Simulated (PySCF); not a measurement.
**Electron correlation in Kr⁺ (krypton, charge +1)**

[Ar] 3d10 4s2 4p5, 2P determinant. Calculation: PySCF 2.14, in cc-pVTZ-DK (6s5p3d1f, 43 functions); the spin-free X2C one-electron Hamiltonian (Gaussian nucleus). Frozen: [Ar] 3d10; 7 electrons correlated.

MP2 pair energies summed by pair of shells (mhartree):

```csv
pair,energy,share (%)
4p-4p,-85.11,62.0
4s-4p,-44.35,32.3
4s-4s,-7.76,5.7
```

Total MP2 correlation energy: -137.22 mhartree.

Same-spin part -31.28 and opposite-spin part -105.95 mhartree; SCS-MP2 scales them by 1/3 and 6/5 to -137.56 mhartree.

| level | correlation energy (mhartree) |
| --- | --- |
| CCSD | -157.01 |
| (T) | -3.94 |
| CCSD(T) | -160.95 |

Diagnostics: T1 = 0.0054, D1 = 0.0184, largest double amplitude 0.047.

Cost of the coupled-cluster step: 0.35 s of wall time on 1 thread of Neoverse-V2 (shared host), for 7 correlated electrons.

Iterations:

```
CC2 = 0
CCSD nocc = (np.int64(4), np.int64(3)), nmo = (29, 29)
frozen orbitals [[0, 1, 2, 3, 4, 5, 6, 7, 8, 9, 10, 11, 12, 13], [0, 1, 2, 3, 4, 5, 6, 7, 8, 9, 10, 11, 12, 13]]
max_cycle = 100
direct = 0
conv_tol = 1e-08
conv_tol_normt = 1e-06
diis_space = 8
diis_start_cycle = 0
Init t2, MP2 energy = -0.137224493023756
Init E_corr(UCCSD) = -0.137224493024283
cycle = 1  E_corr(UCCSD) = -0.152890062903639  dE = -0.0156655699  norm(t1,t2) = 0.0335298
cycle = 2  E_corr(UCCSD) = -0.155898568781213  dE = -0.00300850588  norm(t1,t2) = 0.00984415
cycle = 3  E_corr(UCCSD) = -0.157057707485678  dE = -0.0011591387  norm(t1,t2) = 0.00363969
cycle = 4  E_corr(UCCSD) = -0.157012656435236  dE = 4.50510504e-05  norm(t1,t2) = 0.000409657
cycle = 5  E_corr(UCCSD) = -0.157012889365449  dE = -2.32930213e-07  norm(t1,t2) = 6.04711e-05
cycle = 6  E_corr(UCCSD) = -0.157013312850485  dE = -4.23485037e-07  norm(t1,t2) = 1.29888e-05
cycle = 7  E_corr(UCCSD) = -0.157013275819061  dE = 3.70314248e-08  norm(t1,t2) = 3.38911e-06
cycle = 8  E_corr(UCCSD) = -0.157013271338368  dE = 4.48069251e-09  norm(t1,t2) = 8.20441e-07
UCCSD converged
E(UCCSD) = -2787.850439416598  E_corr = -0.1570132713383681
UCCSD(T) correction = -0.00394353501875602
```
